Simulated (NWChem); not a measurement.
Molecule: CHCl2, doublet; SMILES Cl[CH]Cl

Computed with NWChem. Spin-unrestricted. In the optimisation the excess spin sits in a' (Cs, its own frame). Geometry: optimised at PBE0/def2-SVP, spin-unrestricted. No stability test was run on the SCF state.

Problem. What does the run give for B3LYP/def2-SVP? Quantities: highest occupied level (eV); lowest empty minus highest occupied level, either spin (eV); dipole (D); <S²>.

Solution. The highest occupied level (eV) is -5.76 and the lowest empty minus highest occupied level, either spin (eV) comes out as 3.64. The dipole (D) comes out as 0.83 and the <S²> is 0.754.
